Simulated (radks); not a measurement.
The numbers below are computed, except where a source is named.
Neutral nickel inside a hard spherical wall (all orbitals vanish at R), configuration held at [Ar] 3d8 4s2 and not refilled when levels cross. Level of theory: non-relativistic Kohn-Sham, LDA (Slater exchange, Perdew-Wang correlation), spin-polarised, spherical densities, point nucleus; open shells are filled with parallel spins first (a radial shooting solver on a logarithmic mesh with Libxc functionals). Eigenvalues in eV for spin up, with the zero of energy where the potential of the charges vanishes at infinity; a dash marks a level that is unbound or too diffuse for the functional's potential to be trusted. A positive occupied level is held by the wall or, in an anion where self-interaction has pushed it up, behind a barrier. The pressure on the wall is -dE/dV.

[
 {"R (bohr)": "free", "E (hartree)": "-1505.60384", "kinetic (hartree)": "1503.909", "e(3s)": "-108.47", "e(3p)": "-71.538", "e(3d)": "-10.340", "e(4s)": "-5.892", "e(4p, empty)": "-1.429", "e(5s, empty)": "-0.028", "pressure (GPa)": "0"},
 {"R (bohr)": "20", "E (hartree)": "-1505.60384", "kinetic (hartree)": "1503.909", "e(3s)": "-108.47", "e(3p)": "-71.538", "e(3d)": "-10.340", "e(4s)": "-5.892", "e(4p, empty)": "-1.429", "e(5s, empty)": "0.086", "pressure (GPa)": "< 0.0001"},
 {"R (bohr)": "10", "E (hartree)": "-1505.60367", "kinetic (hartree)": "1503.911", "e(3s)": "-108.46", "e(3p)": "-71.521", "e(3d)": "-10.324", "e(4s)": "-5.878", "e(4p, empty)": "-1.346", "e(5s, empty)": "1.534", "pressure (GPa)": "0.00494"},
 {"R (bohr)": "5", "E (hartree)": "-1505.52515", "kinetic (hartree)": "1504.313", "e(3s)": "-106.48", "e(3p)": "-69.554", "e(3d)": "-8.417", "e(4s)": "-3.747", "e(4p, empty)": "2.335", "e(5s, empty)": "18.459", "pressure (GPa)": "9.15"},
 {"R (bohr)": "4", "E (hartree)": "-1505.32041", "kinetic (hartree)": "1505.128", "e(3s)": "-103.73", "e(3p)": "-66.817", "e(3d)": "-5.783", "e(4s)": "0.025", "e(4p, empty)": "7.605", "e(5s, empty)": "37.515", "pressure (GPa)": "55.4"},
 {"R (bohr)": "3.5", "E (hartree)": "-1505.03913", "kinetic (hartree)": "1506.146", "e(3s)": "-100.96", "e(3p)": "-64.088", "e(3d)": "-3.127", "e(4s)": "4.407", "e(4p, empty)": "13.287", "e(5s, empty)": "56.427", "pressure (GPa)": "154"},
 {"R (bohr)": "2", "E (hartree)": "-1498.32736", "kinetic (hartree)": "1527.825", "e(3s)": "-70.381", "e(3p)": "-33.572", "e(3d)": "29.700", "e(4s)": "79.626", "e(4p, empty)": "97.794", "e(5s, empty)": "285.58", "pressure (GPa)": "9150"},
 {"R (bohr)": "1.5", "E (hartree)": "-1481.25776", "kinetic (hartree)": "1578.749", "e(3s)": "-26.001", "e(3p)": "12.885", "e(3d)": "81.619", "e(4s)": "226.07", "e(4p, empty)": "246.35", "e(5s, empty)": "630.42", "pressure (GPa)": "68900"}
]
